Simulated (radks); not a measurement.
The numbers below are computed, except where a source is named.
Species: Hf. Configuration: [Xe] 4f14 5d2 6s2.

Code: a radial shooting solver on a logarithmic mesh with Libxc functionals. Model: scalar-relativistic Kohn-Sham, PBEsol, spin-polarised, spherical densities, finite nucleus; open shells are filled with parallel spins first (spin-orbit coupling, left out, can overturn this in heavy ions); Fermi nuclear charge, rms radius 5.347 fm.

Energy parts (hartree):
total: -15071.6285
kinetic: 16506.8569
electron-nucleus: -37181.6386
Hartree: 5906.1698
exchange-correlation: -303.0166

Orbitals (lengths in bohr, moments of r in powers of bohr; <r^-3> diverges for s and p1/2; r(max) is where P^2 peaks):
| orbital | occ. | eigenvalue (hartree) | <r^-3> | r(max) |
|---|---|---|---|---|
| 1s down | 1 | -2397.545 | - | 0.01191 |
| 1s up | 1 | -2397.545 | - | 0.01191 |
| 2s up | 1 | -410.0588 | - | 0.06809 |
| 2s down | 1 | -410.0569 | - | 0.06809 |
| 2p up | 3 | -360.1873 | 17770 | 0.05568 |
| 2p down | 3 | -360.1858 | 17770 | 0.05568 |
| 3s up | 1 | -93.42065 | - | 0.1922 |
| 3s down | 1 | -93.42043 | - | 0.1922 |
| 3p up | 3 | -78.51559 | 3920 | 0.1898 |
| 3p down | 3 | -78.51530 | 3920 | 0.1898 |
| 3d up | 5 | -60.84104 | 509.8 | 0.1546 |
| 3d down | 5 | -60.84004 | 509.8 | 0.1546 |
| 4s up | 1 | -18.80423 | - | 0.4374 |
| 4s down | 1 | -18.80315 | - | 0.4374 |
| 4p up | 3 | -13.91202 | 900.1 | 0.4583 |
| 4p down | 3 | -13.91101 | 900.0 | 0.4583 |
| 4d up | 5 | -7.58432 | 99.25 | 0.4710 |
| 4d down | 5 | -7.58295 | 99.26 | 0.4710 |
| 5s up | 1 | -2.46755 | - | 1.016 |
| 5s down | 1 | -2.44622 | - | 1.014 |
| 5p up | 3 | -1.31754 | 117.9 | 1.161 |
| 5p down | 3 | -1.28678 | 119.9 | 1.157 |
| 4f up | 7 | -0.61669 | 15.51 | 0.4544 |
| 4f down | 7 | -0.61126 | 15.59 | 0.4542 |
| 6s up | 1 | -0.20075 | - | 2.867 |
| 6s down | 1 | -0.16889 | - | 2.946 |
| 5d up | 2 | -0.11505 | 4.288 | 1.701 |
| 5d down | 0 | -0.07496 | 4.108 | 1.688 |

The highest occupied level is 5d up at -3.131 eV. The spin density at the nucleus is 0.267 e/bohr^3 (1s 0.002, 2s -0.311, 3s 0.115, 4s 0.285, 5s -6.511, 6s 6.687).
